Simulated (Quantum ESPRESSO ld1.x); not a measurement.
Results of a calculation; reference values are marked as such.
How relativity changes the ionisation of neutral vanadium ([Ar] 3d3 4s2) to V+ ([Ar] 3d4). Spin-unpolarised spherical Kohn-Sham, PBE, point nucleus, ld1.x of Quantum ESPRESSO 7.5. A level marked "c x" has the speed of light scaled by that factor and shares open shells by 2j + 1; other Dirac levels either fill j = l - 1/2 first or share by 2j + 1.

level               E(V) (hartree)  E(V+) (hartree)  IE (eV)   HOMO  <r> HOMO (bohr)
non-rel.                  -943.583         -943.329    6.904     4s            3.378
scalar-rel.               -949.006         -948.741    7.197     4s            3.350
Dirac, 2j+1 shares        -949.017         -948.753    7.197  4s1/2            3.350
Dirac, low j first        -949.022         -948.758    7.176  4s1/2            3.352
Dirac, c x 1.5            -945.979         -945.721    7.034  4s1/2            3.366
Dirac, c x 2              -944.927         -944.671    6.977  4s1/2            3.371
Dirac, c x 5              -943.797         -943.543    6.916  4s1/2            3.377

NIST Atomic Spectra Database: 6.746 eV (measured). The relativistic part of the total energy of V is -5.439 hartree (Dirac, low j first), 0.58 % of the non-relativistic value. Spin polarisation and multiplet splitting of open shells are left out at every level.

Beside tabulated values, note that spin-unpolarised runs miss the spin-polarisation part of the exchange energy of open shells.
